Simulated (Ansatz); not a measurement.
C2H2F2Si, SMILES `F[Si]1(F)C=C1`. Charge 0, multiplicity 1.

| atom | x (Å) | y (Å) | z (Å) |
| --- | --- | --- | --- |
| F1 | -0.460 | 1.873 | 1.122 |
| Si2 | 0.328 | 0.710 | 0.397 |
| F3 | 1.845 | 1.125 | 0.556 |
| C4 | -0.246 | -0.946 | 0.249 |
| C5 | -0.311 | -0.259 | -0.924 |
| H6 | -0.510 | -1.963 | 0.516 |
| H7 | -0.646 | -0.539 | -1.916 |

What are the harmonic wavenumbers in cm⁻¹ at PBE0-D4/def2-TZVP (Ansatz, finite differences of forces, unscaled)? (An estimate is asked.)

The calculation gave: 247, 268, 331, 340, 684, 707, 775, 947, 960, 1030, 1047, 1204, 1482, 3192, 3209.

Is this a minimum?

Yes, all 15 modes are real.

Give the ideal-gas thermochemistry at 298.15 K and 1 bar (rigid rotor, harmonic oscillator; point group C2v, symmetry number 2).

Zero-point energy 98.2 kJ/mol; H(298) − E = 113.9 kJ/mol; entropy 297.1 J/(mol·K), of which translation 165.3, rotation 102.1, vibration 29.8; G(298) − E = 25.3 kJ/mol.

And at 400, 500, 600, 800 and 1000 K?


```tsv
T (K)	H − E (kJ/mol)	S (J/mol/K)	G − E (kJ/mol)
400	122.8	322.5	-6.2
500	132.7	344.8	-39.6
600	143.7	364.7	-75.1
800	167.7	399.2	-151.6
1000	193.6	428.0	-234.4
```
